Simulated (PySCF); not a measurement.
C2H12FNSi3.
Cartesian coordinates in Å at the GFN2-xTB level; atoms count from 1:
```
atom  x, y, z in Å
C1     2.2165   -1.4276    0.7490
N2     1.6778   -0.9918   -0.5180
Si3    0.8467    0.4969   -0.7545
C4    -0.6219    0.5693    0.4513
Si5   -1.6659    2.1353    0.1682
Si6   -1.6611   -1.0084    0.4061
F7    -2.8822   -0.8309    1.4554
H8     1.5521   -1.1056    1.5469
H9     3.2138   -1.0176    0.9452
H10    2.2819   -2.5176    0.7728
H11    2.2475   -1.3172   -1.2838
H12    1.6693    1.7061   -0.5487
H13    0.4217    0.4183   -2.1535
H14   -0.2122    0.6587    1.4621
H15   -0.8214    3.3211    0.3536
H16   -2.7707    2.2061    1.1255
H17   -2.1941    2.1348   -1.1985
H18   -0.9807   -2.1932    0.9136
H19   -2.3270   -1.2274   -0.8699
```

A PySCF run (density fitting, gas phase, GFN2-xTB geometry) gave HOMO -6.58 eV, LUMO -0.18 eV, dipole 2.94 D.

**Question.** Which of these levels was it?
A. PBE0/pcSseg-1
B. PBE0/def2-SVPD
C. HSE06/pcSseg-1
D. BP86/pcseg-1

**Answer.** C. It is HSE06/pcSseg-1. All candidates on this geometry:

```tsv
level and settings	kind	basis functions	SCF cycles	E (Eh)	HOMO (eV)	LUMO (eV)	dipole (D)
BP86/pcseg-1	GGA	170	13	-1106.5809	-5.69	-0.68	2.90
HSE06/pcSseg-1	screened hybrid, exact exchange at short range	200	13	-1105.9668	-6.58	-0.18	2.94
PBE0/def2-SVPD	global hybrid	251	13	-1105.5269	-7.03	-0.07	2.87
PBE0/pcSseg-1	global hybrid	200	13	-1105.9004	-6.98	0.20	2.94
```

The nearest other candidate, by the summed differences of HOMO and LUMO, is PBE0/def2-SVPD: its HOMO differs by -0.45 eV and its LUMO by +0.11 eV. Cycle counts include a coarse-grid stage where the run had one.
